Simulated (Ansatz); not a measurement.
Geometry optimisation, RKS PBE0/6-31G* (Ansatz).

The input (input.yaml):

```yaml
crystal:
  periodic: [false, false, false]
  atoms:
    - { symbol: Si, position_ang: [0.230388, -0.333944, -0.486941] }
    - { symbol: F, position_ang: [-1.042705, -0.146532, 2.006812] }
    - { symbol: H, position_ang: [1.254792, -0.100481, -1.555907] }
    - { symbol: "N", position_ang: [-0.477312, 1.21852, -0.337453] }
    - { symbol: H, position_ang: [-1.085675, 1.450357, 0.434169] }
    - { symbol: H, position_ang: [-0.055281, 2.017644, -0.783463] }
    - { symbol: "N", position_ang: [-0.924805, -1.563217, -0.801681] }
    - { symbol: H, position_ang: [-0.796935, -2.506818, -0.465007] }
    - { symbol: H, position_ang: [-1.570879, -1.503661, -1.575813] }
    - { symbol: H, position_ang: [0.991529, -0.871669, 0.660675] }
    - { symbol: H, position_ang: [-0.137718, -0.360898, 2.045608] }
basis:
  gaussian: { orbitals: "6-31G*" }
hamiltonian:
  xc: pbe0
relax:
  f_tol: 0.03
  max_steps: 50
```

Command:

```bash
$ ansatz run input.yaml --threads 1 --pin off --max-ram 2048MiB --backend cpu --events-out ev --progress --plain --runs-dir out
```

Task: Where does it end, and by what steps?

Result: The run converged. After 13 steps the energy has fallen by 0.125 eV; F2 moved furthest, 0.55 Å.

| step | energy less start (eV) | largest force component (eV/Å) | accepted |
| --- | --- | --- | --- |
| 0 | 0.0000 | 0.865 | yes |
| 1 | -0.0764 | 0.863 | yes |
| 2 | -0.0751 | 1.569 | no |
| 3 | -0.1001 | 0.417 | yes |
| 4 | -0.1105 | 0.672 | yes |
| 5 | -0.1209 | 0.103 | yes |
| 6 | -0.0623 | 1.326 | no |
| 7 | -0.1223 | 0.078 | yes |
| 8 | -0.1239 | 0.125 | yes |
| 9 | -0.1245 | 0.049 | yes |
| 10 | -0.1247 | 0.031 | yes |
| 11 | -0.1248 | 0.041 | yes |
| 12 | -0.1249 | 0.035 | yes |
| 13 | -0.1250 | 0.013 | yes |

```xyz
11
Properties=species:S:1:pos:R:3
Si 0.243 -0.391 -0.580
F -0.967 0.181 2.447
H 1.314 -0.114 -1.584
N -0.524 1.126 -0.352
H -1.140 1.260 0.439
H -0.057 1.978 -0.628
N -0.919 -1.599 -0.944
H -0.780 -2.562 -0.675
H -1.560 -1.502 -1.719
H 0.928 -0.962 0.639
H -0.152 -0.117 2.098
```

Whether the end is a true minimum wasn't checked by a vibrational analysis.

The run took 48 s on 1 thread of Arm Neoverse V2, with other jobs on the host, peak memory 0.15 GiB.
